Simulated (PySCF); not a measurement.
From computed data to an observable: refractive index and permittivity of the vapour

AlH3O3, SMILES [OH][Al]([OH])[OH].

Geometry: B3LYP-D3(BJ)/def2-SVP. The isomer is the one that the SMILES or the coordinates give; other isomers of the formula were not compared. One conformer was computed; it need not be the lowest.

PBE/def2-TZVPD run with PySCF gives a mean static polarisability of 39.1 bohr³ and a dipole moment of 0.00 D. Take an ideal gas at 298.15 K and 1 bar, whether or not the substance is that volatile.

Task: Work out n − 1 in the optical limit and the static ε − 1.

Result: 
Polarisability volume α' = 39.1 × 0.148185 = 5.79 Å³. Number density N = p/kT = 2.43e-5 Å⁻³.
Dilute limit of Lorentz–Lorenz: n − 1 = 2π N α' = 0.00088.
Orientation term of Debye: μ²/(3kT) = 8.098 Å³ × μ²(D²) = 0.00 Å³.
ε − 1 = 4π N (α' + μ²/3kT) = 0.0018. With no permanent dipole, ε equals n² in this model. Vibrational polarisation and dispersion are left out.
